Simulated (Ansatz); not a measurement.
PBE exchange is replaced step by step with exact exchange (0 % is PBE, 25 % PBE0; no dispersion term), basis def2-TZVP, Ansatz. System: InCl2I (InICl2). Total charge 0; singlet. Geometry: PBE0-D4/def2-SVP.

Geometry of the singlet:

| atom | x (Å) | y (Å) | z (Å) |
| --- | --- | --- | --- |
| In1 | 0.013 | 0.046 | 0.016 |
| Cl2 | 0.973 | 0.383 | 2.110 |
| Cl3 | -0.319 | 1.931 | -1.310 |
| I4 | -0.667 | -2.360 | -0.817 |

In the def2 sets I, In take a core potential; there is no spin–orbit coupling.

| exact exchange (%) | HOMO (eV) | LUMO (eV) | gap (eV) |
| --- | --- | --- | --- |
| 0 | -7.16 | -3.91 | 3.25 |
| 5 | -7.39 | -3.76 | 3.63 |
| 10 | -7.62 | -3.60 | 4.02 |
| 15 | -7.85 | -3.44 | 4.41 |
| 25 | -8.32 | -3.12 | 5.20 |
| 50 | -9.50 | -2.28 | 7.22 |

Question: Fit a straight line to the column «gap (eV)» against the share of exact exchange and predict its value at 35 %.

Answer: With x = exact exchange (%) and y = gap (eV): mean x = 17.5, mean y = 4.622; Σ(x − x̄)(y − ȳ) = 130.2, Σ(x − x̄)² = 1638; slope b = 0.07949, intercept a = ȳ − b·x̄ = 3.231. The residuals of the fitted rows reach 0.02. At x = 35 the line gives 3.231 + (0.07949 × 35) = 6.01; the run gave 6.00, 0.01 less than the line.
